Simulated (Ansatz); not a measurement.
Calculated with Ansatz (gas phase, PBE0-D4/def2-TZVP geometries, no zero-point term in ΔE). CCSD(T)/CBS is the MP2 limit (def2-TZVPP, def2-QZVPP) plus CCSD(T) − MP2 in def2-TZVPP, frozen cores. DFT in def2-TZVPP. B3LYP here is the variant with VWN-RPA as its local correlation; programs differ in this. HSE06 is defined as in plane-wave codes. One conformer a species, not always the lowest.

Reaction (isomerisation): `O[SiH](Cl)[SiH2]F` → `O[SiH](F)[SiH2]Cl`

`O[SiH](Cl)[SiH2]F`:

Cartesian coordinates in Å:
```
O -1.376 -0.854 1.256
Si -0.012 0.024 1.028
Cl -0.310 2.001 1.538
Si 0.658 0.002 -1.226
F -0.660 0.296 -2.103
H -2.138 -0.657 0.708
H 0.988 -0.535 1.964
H 1.666 1.049 -1.529
H 1.184 -1.326 -1.636
```

`O[SiH](F)[SiH2]Cl`:

Cartesian coordinates in Å:
```
O -0.453 -1.128 1.570
Si -0.141 -1.099 -0.030
F 1.257 -1.803 -0.359
Si 0.040 1.145 -0.708
Cl 0.861 2.106 0.937
H -0.024 -0.465 2.117
H -1.199 -1.899 -0.683
H 0.938 1.373 -1.866
H -1.279 1.771 -0.977
```

(1) Is it downhill or uphill in electronic energy at CCSD(T)/CBS, and by how much? (An estimate is asked.)

(2) What do these levels give: r2SCAN-D4, B3LYP-D4, ωB97X-V, HSE06, HF/def2-SVP, HF/def2-TZVPP? (An estimate is asked.)

Largest T1 diagnostic among the species: 0.012.

Answers

(1) Ansatz gave: Downhill: ΔE = -0.16 eV.

(2) Ansatz gave: r2SCAN-D4 -0.16, B3LYP-D4 -0.15, ωB97X-V -0.15, HSE06 -0.16, HF/def2-SVP -0.15, HF/def2-TZVPP -0.13 eV.

Leaving LDA and LC-ωPBE aside and taking each functional with its dispersion term where it has one, the values, not all of them listed here, spread over 0.02 eV, from r2SCAN0-D4 to BLYP-D4. LDA lies −0.04 eV from PBE without D4.
